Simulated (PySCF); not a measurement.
CH4Al (calculated)

All values are calculated (PySCF 2.14.0). Calculation on a computer-drawn molecule: vertical ionisation energy to the stated ion spin, frozen-core CCSD(T) at the basis limit and cheaper methods, single-reference cases, UHF for radicals, no spin-orbit; all values are single points at the evaluated structure, the first of each entry, which is the reference or a displaced copy of it and isn't optimised; the reference structure only sets the zero of the energies above reference; triples share is (T) over the correlation energy.

Common to all runs: charge 1; multiplicity 1; ion multiplicity 2; diffuse functions no; basis cc-pV(n+d)Z; reference is the Hartree-Fock double-zeta minimum; best is HF at quadruple zeta + MP2 correlation extrapolated from triple and quadruple zeta + CCSD(T) minus MP2 at triple zeta; basis step is the size of the change from the same recipe one zeta lower.

```json
{"entry": 1, "formula": "CH4Al", "evaluated_structure": {"atoms_angstrom": [["C", -1.7901, 1.6531, -1.2576], ["Al", -1.2496, 3.2166, -0.5771], ["H", -1.4594, 0.8251, -0.6066], ["H", -2.8727, 1.6176, -1.3204], ["H", -1.3682, 1.5053, -2.2466], ["H", -0.772, 4.5666, -0.0095]]}, "reference_structure": {"atoms_angstrom": [["C", -1.7868, 1.6506, -1.2525], ["Al", -1.2062, 3.3312, -0.5319], ["H", -1.4517, 0.8315, -0.61], ["H", -2.8784, 1.6273, -1.3159], ["H", -1.3707, 1.5084, -2.2538], ["H", -0.7385, 4.6849, 0.0488]]}, "given": {"drawn_bonds_atom": [1, 1, 1, 1, 2], "drawn_bonds_other_atom": [2, 3, 4, 5, 6], "drawn_bonds_order": [1, 1, 1, 1, 1]}, "results": {"ionisation_energy_best [eV]": 17.93, "ionisation_energy_basis_step [eV]": 0.02885, "energy_above_reference_best [kcal/mol]": 3.199, "energy_above_reference_basis_step [kcal/mol]": 0.2871, "triple_zeta_method": ["HF", "PBE", "r2SCAN", "B3LYP", "wB97X", "MP2", "CCSD", "CCSD(T)"], "triple_zeta_ionisation_energy [eV]": [16.82, 17.46, 17.5, 17.64, 17.79, 17.94, 17.77, 17.82], "triple_zeta_energy_above_reference [kcal/mol]": [3.647, 3.377, 2.695, 3.138, 2.568, 3.159, 3.437, 3.512], "ionisation_energy_Koopmans_at_triple_zeta [eV]": 18.15, "ionisation_energy_EOM_CCSD_at_triple_zeta [eV]": 17.85, "total_energy_HF_triple_zeta [hartree]": -281.8640, "total_energy_CCSD(T)_triple_zeta [hartree]": -282.1358, "total_energy_best [hartree]": -282.1663, "T1_diagnostic_at_triple_zeta": 0.009562, "D1_diagnostic_at_triple_zeta": 0.01826, "ion_T1_diagnostic_at_triple_zeta": 0.02722, "ion_D1_diagnostic_at_triple_zeta": 0.09593, "ion_spin_squared_at_triple_zeta": 0.8192, "triples_share_at_triple_zeta": 0.03162, "basis_functions_triple_zeta": 125}}
{"entry": 2, "formula": "CH4Al", "evaluated_structure": {"atoms_angstrom": [["C", -1.7901, 1.6531, -1.2576], ["Al", -1.2215, 3.2979, -0.5417], ["H", -1.4594, 0.8251, -0.6066], ["H", -2.8727, 1.6176, -1.3204], ["H", -1.3682, 1.5053, -2.2466], ["H", -0.7439, 4.6479, 0.0259]]}, "reference_structure": {"atoms_angstrom": [["C", -1.7868, 1.6506, -1.2525], ["Al", -1.2062, 3.3312, -0.5319], ["H", -1.4517, 0.8315, -0.61], ["H", -2.8784, 1.6273, -1.3159], ["H", -1.3707, 1.5084, -2.2538], ["H", -0.7385, 4.6849, 0.0488]]}, "given": {"drawn_bonds_atom": [1, 1, 1, 1, 2], "drawn_bonds_other_atom": [2, 3, 4, 5, 6], "drawn_bonds_order": [1, 1, 1, 1, 1]}, "results": {"ionisation_energy_best [eV]": 17.76, "ionisation_energy_basis_step [eV]": 0.02943, "energy_above_reference_best [kcal/mol]": 0.1845, "energy_above_reference_basis_step [kcal/mol]": 0.08374, "triple_zeta_method": ["HF", "PBE", "r2SCAN", "B3LYP", "wB97X", "MP2", "CCSD", "CCSD(T)"], "triple_zeta_ionisation_energy [eV]": [16.61, 17.35, 17.37, 17.51, 17.62, 17.75, 17.6, 17.65], "triple_zeta_energy_above_reference [kcal/mol]": [0.2463, 0.3202, 0.07047, 0.1993, 0.007338, 0.149, 0.2478, 0.2814], "ionisation_energy_Koopmans_at_triple_zeta [eV]": 17.93, "ionisation_energy_EOM_CCSD_at_triple_zeta [eV]": 17.69, "total_energy_HF_triple_zeta [hartree]": -281.8694, "total_energy_CCSD(T)_triple_zeta [hartree]": -282.1409, "total_energy_best [hartree]": -282.1711, "T1_diagnostic_at_triple_zeta": 0.009787, "D1_diagnostic_at_triple_zeta": 0.01784, "ion_T1_diagnostic_at_triple_zeta": 0.02476, "ion_D1_diagnostic_at_triple_zeta": 0.08342, "ion_spin_squared_at_triple_zeta": 0.8138, "triples_share_at_triple_zeta": 0.0319, "basis_functions_triple_zeta": 125}}
{"entry": 3, "formula": "CH4Al", "evaluated_structure": {"atoms_angstrom": [["C", -1.7901, 1.6531, -1.2576], ["Al", -1.2142, 3.3188, -0.5326], ["H", -1.4594, 0.8251, -0.6066], ["H", -2.8727, 1.6176, -1.3204], ["H", -1.3682, 1.5053, -2.2466], ["H", -0.7366, 4.6688, 0.035]]}, "reference_structure": {"atoms_angstrom": [["C", -1.7868, 1.6506, -1.2525], ["Al", -1.2062, 3.3312, -0.5319], ["H", -1.4517, 0.8315, -0.61], ["H", -2.8784, 1.6273, -1.3159], ["H", -1.3707, 1.5084, -2.2538], ["H", -0.7385, 4.6849, 0.0488]]}, "given": {"drawn_bonds_atom": [1, 1, 1, 1, 2], "drawn_bonds_other_atom": [2, 3, 4, 5, 6], "drawn_bonds_order": [1, 1, 1, 1, 1]}, "results": {"ionisation_energy_best [eV]": 17.71, "ionisation_energy_basis_step [eV]": 0.02919, "energy_above_reference_best [kcal/mol]": 0.08035, "energy_above_reference_basis_step [kcal/mol]": 0.02785, "triple_zeta_method": ["HF", "PBE", "r2SCAN", "B3LYP", "wB97X", "MP2", "CCSD", "CCSD(T)"], "triple_zeta_ionisation_energy [eV]": [16.55, 17.32, 17.33, 17.47, 17.57, 17.7, 17.55, 17.6], "triple_zeta_energy_above_reference [kcal/mol]": [0.06234, 0.1798, 0.04737, 0.08937, 0.01036, 0.05578, 0.1001, 0.1215], "ionisation_energy_Koopmans_at_triple_zeta [eV]": 17.87, "ionisation_energy_EOM_CCSD_at_triple_zeta [eV]": 17.64, "total_energy_HF_triple_zeta [hartree]": -281.8697, "total_energy_CCSD(T)_triple_zeta [hartree]": -282.1412, "total_energy_best [hartree]": -282.1713, "T1_diagnostic_at_triple_zeta": 0.009857, "D1_diagnostic_at_triple_zeta": 0.01774, "ion_T1_diagnostic_at_triple_zeta": 0.0242, "ion_D1_diagnostic_at_triple_zeta": 0.08046, "ion_spin_squared_at_triple_zeta": 0.8125, "triples_share_at_triple_zeta": 0.03197, "basis_functions_triple_zeta": 125}}
{"entry": 4, "formula": "CH4Al", "evaluated_structure": {"atoms_angstrom": [["C", -1.7901, 1.6531, -1.2576], ["Al", -1.2142, 3.3188, -0.5326], ["H", -1.4594, 0.8251, -0.6066], ["H", -2.8727, 1.6176, -1.3204], ["H", -1.3682, 1.5053, -2.2466], ["H", -0.7366, 4.6688, 0.035]]}, "reference_structure": {"atoms_angstrom": [["C", -1.7868, 1.6506, -1.2525], ["Al", -1.2062, 3.3312, -0.5319], ["H", -1.4517, 0.8315, -0.61], ["H", -2.8784, 1.6273, -1.3159], ["H", -1.3707, 1.5084, -2.2538], ["H", -0.7385, 4.6849, 0.0488]]}, "given": {"drawn_bonds_atom": [1, 1, 1, 1, 2], "drawn_bonds_other_atom": [2, 3, 4, 5, 6], "drawn_bonds_order": [1, 1, 1, 1, 1]}, "results": {"ionisation_energy_best [eV]": 17.71, "ionisation_energy_basis_step [eV]": 0.02919, "energy_above_reference_best [kcal/mol]": 0.08035, "energy_above_reference_basis_step [kcal/mol]": 0.02785, "triple_zeta_method": ["HF", "PBE", "r2SCAN", "B3LYP", "wB97X", "MP2", "CCSD", "CCSD(T)"], "triple_zeta_ionisation_energy [eV]": [16.55, 17.32, 17.33, 17.47, 17.57, 17.7, 17.55, 17.6], "triple_zeta_energy_above_reference [kcal/mol]": [0.06234, 0.1798, 0.04737, 0.08937, 0.01036, 0.05578, 0.1001, 0.1215], "ionisation_energy_Koopmans_at_triple_zeta [eV]": 17.87, "ionisation_energy_EOM_CCSD_at_triple_zeta [eV]": 17.64, "total_energy_HF_triple_zeta [hartree]": -281.8697, "total_energy_CCSD(T)_triple_zeta [hartree]": -282.1412, "total_energy_best [hartree]": -282.1713, "T1_diagnostic_at_triple_zeta": 0.009857, "D1_diagnostic_at_triple_zeta": 0.01774, "ion_T1_diagnostic_at_triple_zeta": 0.0242, "ion_D1_diagnostic_at_triple_zeta": 0.08046, "ion_spin_squared_at_triple_zeta": 0.8125, "triples_share_at_triple_zeta": 0.03197, "basis_functions_triple_zeta": 125}}
{"entry": 5, "formula": "CH4Al", "evaluated_structure": {"atoms_angstrom": [["C", -1.7901, 1.6531, -1.2576], ["Al", -1.0619, 3.7594, -0.3408], ["H", -1.4594, 0.8251, -0.6066], ["H", -2.8727, 1.6176, -1.3204], ["H", -1.3682, 1.5053, -2.2466], ["H", -0.5843, 5.1094, 0.2268]]}, "reference_structure": {"atoms_angstrom": [["C", -1.7868, 1.6506, -1.2525], ["Al", -1.2062, 3.3312, -0.5319], ["H", -1.4517, 0.8315, -0.61], ["H", -2.8784, 1.6273, -1.3159], ["H", -1.3707, 1.5084, -2.2538], ["H", -0.7385, 4.6849, 0.0488]]}, "given": {"drawn_bonds_atom": [1, 1, 1, 1, 2], "drawn_bonds_other_atom": [2, 3, 4, 5, 6], "drawn_bonds_order": [1, 1, 1, 1, 1]}, "results": {"ionisation_energy_best [eV]": 16.56, "ionisation_energy_basis_step [eV]": 0.007453, "energy_above_reference_best [kcal/mol]": 25.15, "energy_above_reference_basis_step [kcal/mol]": 1.14, "triple_zeta_method": ["HF", "PBE", "r2SCAN", "B3LYP", "wB97X", "MP2", "CCSD", "CCSD(T)"], "triple_zeta_ionisation_energy [eV]": [15.21, 16.39, 16.31, 16.44, 16.35, 16.44, 16.37, 16.46], "triple_zeta_energy_above_reference [kcal/mol]": [25.04, 23.33, 25.71, 23.78, 27.17, 26.61, 24.63, 24.18], "ionisation_energy_Koopmans_at_triple_zeta [eV]": 16.26, "ionisation_energy_EOM_CCSD_at_triple_zeta [eV]": 16.51, "total_energy_HF_triple_zeta [hartree]": -281.8299, "total_energy_CCSD(T)_triple_zeta [hartree]": -282.1029, "total_energy_best [hartree]": -282.1313, "T1_diagnostic_at_triple_zeta": 0.01444, "D1_diagnostic_at_triple_zeta": 0.03704, "ion_T1_diagnostic_at_triple_zeta": 0.01914, "ion_D1_diagnostic_at_triple_zeta": 0.0558, "ion_spin_squared_at_triple_zeta": 0.7901, "triples_share_at_triple_zeta": 0.03458, "basis_functions_triple_zeta": 125}}
{"entry": 6, "formula": "CH4Al", "evaluated_structure": {"atoms_angstrom": [["C", -1.7421, 1.5779, -1.2991], ["Al", -1.2561, 3.2686, -0.5768], ["H", -1.4066, 0.7794, -0.6773], ["H", -2.8592, 1.6456, -1.3352], ["H", -1.4172, 1.53, -2.3028], ["H", -0.6807, 4.6007, 0.1125]]}, "reference_structure": {"atoms_angstrom": [["C", -1.7868, 1.6506, -1.2525], ["Al", -1.2062, 3.3312, -0.5319], ["H", -1.4517, 0.8315, -0.61], ["H", -2.8784, 1.6273, -1.3159], ["H", -1.3707, 1.5084, -2.2538], ["H", -0.7385, 4.6849, 0.0488]]}, "given": {"drawn_bonds_atom": [1, 1, 1, 1, 2], "drawn_bonds_other_atom": [2, 3, 4, 5, 6], "drawn_bonds_order": [1, 1, 1, 1, 1]}, "results": {"ionisation_energy_best [eV]": 17.49, "ionisation_energy_basis_step [eV]": 0.02729, "energy_above_reference_best [kcal/mol]": 2.75, "energy_above_reference_basis_step [kcal/mol]": 0.01132, "triple_zeta_method": ["HF", "PBE", "r2SCAN", "B3LYP", "wB97X", "MP2", "CCSD", "CCSD(T)"], "triple_zeta_ionisation_energy [eV]": [16.3, 17.1, 17.11, 17.24, 17.35, 17.48, 17.32, 17.37], "triple_zeta_energy_above_reference [kcal/mol]": [3.093, 2.589, 2.678, 2.761, 2.865, 2.868, 2.83, 2.8], "ionisation_energy_Koopmans_at_triple_zeta [eV]": 17.6, "ionisation_energy_EOM_CCSD_at_triple_zeta [eV]": 17.41, "total_energy_HF_triple_zeta [hartree]": -281.8648, "total_energy_CCSD(T)_triple_zeta [hartree]": -282.1369, "total_energy_best [hartree]": -282.1670, "T1_diagnostic_at_triple_zeta": 0.01019, "D1_diagnostic_at_triple_zeta": 0.01927, "ion_T1_diagnostic_at_triple_zeta": 0.0263, "ion_D1_diagnostic_at_triple_zeta": 0.0846, "ion_spin_squared_at_triple_zeta": 0.834, "triples_share_at_triple_zeta": 0.03221, "basis_functions_triple_zeta": 125}}
{"entry": 7, "formula": "CH4Al", "evaluated_structure": {"atoms_angstrom": [["C", -1.7898, 1.7893, -1.2218], ["Al", -1.3307, 3.3968, -0.5555], ["H", -1.548, 0.762, -0.6284], ["H", -2.8775, 1.5135, -1.2808], ["H", -1.381, 1.4315, -2.2534], ["H", -0.5214, 5.11, 0.2745]]}, "reference_structure": {"atoms_angstrom": [["C", -1.7868, 1.6506, -1.2525], ["Al", -1.2062, 3.3312, -0.5319], ["H", -1.4517, 0.8315, -0.61], ["H", -2.8784, 1.6273, -1.3159], ["H", -1.3707, 1.5084, -2.2538], ["H", -0.7385, 4.6849, 0.0488]]}, "given": {"drawn_bonds_atom": [1, 1, 1, 1, 2], "drawn_bonds_other_atom": [2, 3, 4, 5, 6], "drawn_bonds_order": [1, 1, 1, 1, 1]}, "results": {"ionisation_energy_best [eV]": 17.1, "ionisation_energy_basis_step [eV]": 0.01033, "energy_above_reference_best [kcal/mol]": 39.73, "energy_above_reference_basis_step [kcal/mol]": 0.1484, "triple_zeta_method": ["HF", "PBE", "r2SCAN", "B3LYP", "wB97X", "MP2", "CCSD", "CCSD(T)"], "triple_zeta_ionisation_energy [eV]": [15.9, 16.68, 16.69, 16.86, 16.96, 16.8, 17.0, 17.0], "triple_zeta_energy_above_reference [kcal/mol]": [47.13, 35.69, 38.8, 39.99, 41.73, 42.39, 40.45, 39.65], "ionisation_energy_Koopmans_at_triple_zeta [eV]": 17.07, "ionisation_energy_EOM_CCSD_at_triple_zeta [eV]": 17.09, "total_energy_HF_triple_zeta [hartree]": -281.7947, "total_energy_CCSD(T)_triple_zeta [hartree]": -282.0782, "total_energy_best [hartree]": -282.1081, "T1_diagnostic_at_triple_zeta": 0.01276, "D1_diagnostic_at_triple_zeta": 0.02862, "ion_T1_diagnostic_at_triple_zeta": 0.02432, "ion_D1_diagnostic_at_triple_zeta": 0.06702, "ion_spin_squared_at_triple_zeta": 0.8191, "triples_share_at_triple_zeta": 0.03528, "basis_functions_triple_zeta": 125}}
{"entry": 8, "formula": "CH4Al", "evaluated_structure": {"atoms_angstrom": [["C", -1.7933, 1.6448, -1.2501], ["Al", -1.2072, 3.3291, -0.5368], ["H", -1.4393, 0.828, -0.6122], ["H", -2.8871, 1.6286, -1.3157], ["H", -1.3682, 1.5081, -2.2565], ["H", -0.7388, 4.681, 0.0533]]}, "reference_structure": {"atoms_angstrom": [["C", -1.7868, 1.6506, -1.2525], ["Al", -1.2062, 3.3312, -0.5319], ["H", -1.4517, 0.8315, -0.61], ["H", -2.8784, 1.6273, -1.3159], ["H", -1.3707, 1.5084, -2.2538], ["H", -0.7385, 4.6849, 0.0488]]}, "given": {"drawn_bonds_atom": [1, 1, 1, 1, 2], "drawn_bonds_other_atom": [2, 3, 4, 5, 6], "drawn_bonds_order": [1, 1, 1, 1, 1]}, "results": {"D1_diagnostic_at_triple_zeta": null, "ion_T1_diagnostic_at_triple_zeta": null, "ionisation_energy_best [eV]": null}}
```

Question: CH4Al (entry 8): D1 diagnostic at triple zeta?
Answer: 0.01792

Question: Give the missing ion T1 diagnostic at triple zeta for CH4Al (entry 8).
Answer: 0.02388

Question: What ionisation energy best does the calculation give for CH4Al (entry 8)?
Answer: 17.63 eV

Question: Give the table of triple zeta values for CH4Al (entry 8).
Answer: 
Triple zeta:
```csv
method,ionisation energy (eV),energy above reference (kcal/mol)
HF,16.45,0.1512
PBE,17.25,-0.02882
r2SCAN,17.25,0.06914
B3LYP,17.39,0.06391
wB97X,17.48,0.09591
MP2,17.61,0.08981
CCSD,17.46,0.07284
CCSD(T),17.51,0.05019
```

Further results for CH4Al (entry 8):

| Property | Result |
| --- | --- |
| ionisation energy basis step | 0.02896 eV |
| energy above reference best | 0.06962 kcal/mol |
| energy above reference basis step | 0.002658 kcal/mol |
| ionisation energy Koopmans at triple zeta | 17.77 eV |
| ionisation energy EOM CCSD at triple zeta | 17.56 eV |
| total energy HF triple zeta | -281.8695 hartree |
| total energy CCSD(T) triple zeta | -282.1413 hartree |
| total energy best | -282.1713 hartree |
| T1 diagnostic at triple zeta | 0.009965 |
| ion D1 diagnostic at triple zeta | 0.07825 |
| ion spin squared at triple zeta | 0.8127 |
| triples share at triple zeta | 0.0322 |
| basis functions triple zeta | 125 |
